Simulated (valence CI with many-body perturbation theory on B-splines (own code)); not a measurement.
The numbers below are computed, except where a source is named.
# Ge¹⁸⁺: magnetic and hyperfine properties of the levels

Level of theory: configuration interaction combined with many-body perturbation theory (CI+MBPT): four valence electrons over a frozen Dirac-Fock core [Ne], radial functions for each j: 11 s, 11 p, 10 d, 8 f, 5 g, 2 h, with the one-electron correlation potential Σ1 (screened to all orders), the two-electron term Σ2, the three-electron term Σ3, Breit, model QED; selected single and double excitations, second order for the rest, scaled by the run's own slope (own B-spline code, finite nucleus).

No measured levels were compared; by estimate levels of excited configurations hold to 0.05 to 0.15 % of their energy, terms of the ground configuration to about 0.5 %. Among the levels kept, up to 820 cm⁻¹ of a level comes from second order outside the variational space, and about a tenth of that is noise between levels of different J, which matters for small intervals.

A/g_I is the dipole constant over the nuclear g factor μ/I (μ in nuclear magnetons, uniformly magnetised nucleus), B/Q the quadrupole constant per barn. Both hold the static response of the core; the bare values leave it out. Large factors of s and p1/2 electrons are usually good to 5 to 10 %; those of open d and f shells near neutrality can be off by tens of per cent, and small factors of p3/2, d and f electrons come from cancelling terms and can be off by a factor of two or in sign, in half-filled shells by more. B is blank for J = 1/2, where it vanishes, and for nearly pure S terms. Energies count from the lowest level. Levels with J = 0 are left out.

Names give the largest LS component (configuration and term), which can be under half, so a name can repeat, a term be missing and a line seem to break the LS rules; names also repeat where a configuration has a term twice.

| Level | E (eV) | g | A/g_I (MHz) | A/g_I bare | B/Q (MHz/b) | B/Q bare |
| --- | --- | --- | --- | --- | --- | --- |
| 3s²3p² ³P_1 | 4.22 | 1.500 | -543 | -87.2 | 9430 | 9100 |
| 3s²3p² ³P_2 | 6.63 | 1.357 | 18800 | 18300 | -3460 | -3330 |
| 3s²3p² ¹D_2 | 13.49 | 1.141 | 13500 | 13200 | 22200 | 21400 |
| 3s3p³ ⁵S°_2 | 43.30 | 1.972 | 47100 | 45900 |  |  |
| 3s3p³ ³D°_1 | 55.09 | 0.619 | -24800 | -23600 | 11900 | 11500 |
| 3s3p³ ³D°_2 | 55.33 | 1.227 | 30500 | 29400 | 20300 | 19600 |
| 3s3p³ ³D°_3 | 56.97 | 1.332 | 43000 | 41400 | -2100 | -2000 |
| 3s3p³ ³P°_1 | 64.00 | 1.402 | 54800 | 52700 | -12800 | -12300 |
| 3s3p³ ³P°_2 | 64.22 | 1.343 | 28700 | 27900 | -19200 | -18600 |
| 3s3p³ ¹D°_2 | 69.92 | 1.109 | 27400 | 26400 | -8370 | -8020 |
| 3s3p³ ³S°_1 | 76.65 | 1.660 | -15500 | -13700 | 243 | 242 |
| 3s²3p3d ³F°_2 | 77.92 | 0.686 | 14600 | 14200 | 12900 | 12700 |
| 3s²3p3d ³F°_3 | 80.25 | 1.087 | 9780 | 9710 | 13300 | 13200 |
| 3s3p³ ¹P°_1 | 83.67 | 1.310 | -7650 | -6610 | 312 | 311 |
| 3s²3p3d ³F°_4 | 84.27 | 1.249 | 5120 | 5280 | 22600 | 22200 |
| 3s²3p3d ³P°_2 | 87.36 | 1.292 | 3770 | 4060 | 4150 | 4210 |
| 3s²3p3d ³D°_1 | 88.82 | 0.865 | -10200 | -9260 | 3350 | 3350 |
| 3s²3p3d ¹D°_2 | 91.92 | 1.073 | 3730 | 3920 | -3370 | -3130 |
| 3s²3p3d ³P°_1 | 93.35 | 1.149 | 6550 | 6760 | -10100 | -9880 |
| 3s²3p3d ³D°_3 | 93.35 | 1.313 | 9650 | 9710 | -9360 | -8890 |
| 3s²3p3d ³D°_2 | 94.18 | 1.288 | 12300 | 12200 | -13700 | -13200 |
| 3s²3p3d ¹F°_3 | 101.36 | 1.013 | 7310 | 7270 | 20700 | 20400 |
| 3s²3p3d ¹P°_1 | 104.14 | 0.985 | -1480 | -1070 | 2950 | 2970 |
| 3p⁴ ³P_2 | 111.43 | 1.404 | 15000 | 15100 | 2500 | 2460 |
| 3s3p²3d ⁵F_1 | 115.58 | 0.276 | -26300 | -25100 | -373 | -252 |
| 3p⁴ ³P_1 | 116.46 | 1.277 | 2860 | 3340 | -5560 | -5380 |
| 3s3p²3d ⁵F_2 | 116.53 | 1.046 | 8580 | 8620 | 4130 | 4120 |
| 3s3p²3d ⁵F_3 | 117.90 | 1.284 | 18000 | 17700 | 7260 | 7240 |
| 3p⁴ ¹D_2 | 118.41 | 1.093 | 21100 | 20500 | -24700 | -23900 |
| 3s3p²3d ⁵F_4 | 119.97 | 1.361 | 20800 | 20400 | 5090 | 5230 |
| 3s3p²3d ⁵D_1 | 121.52 | 1.461 | 25900 | 25400 | -9760 | -9520 |
| 3s3p²3d ⁵D_2 | 121.71 | 1.414 | 25100 | 24600 | -11500 | -11200 |
| 3s3p²3d ⁵D_3 | 122.06 | 1.415 | 28200 | 27500 | -9170 | -8800 |
| 3s3p²3d ⁵F_5 | 122.36 | 1.392 | 25000 | 24400 | -14200 | -13300 |

(1) Take the isotope of mass number 73, with I = 9/2, μ = -0.87824 μN and Q = -0.196 b. What is the hyperfine structure of 3s3p³ ³D°_1?

Answers

(1) From the table A = 4830 MHz, B = -2330 MHz. Shifts from the centre of gravity in MHz: F = 7/2: -27600, F = 9/2: -3280, F = 11/2: 21200.
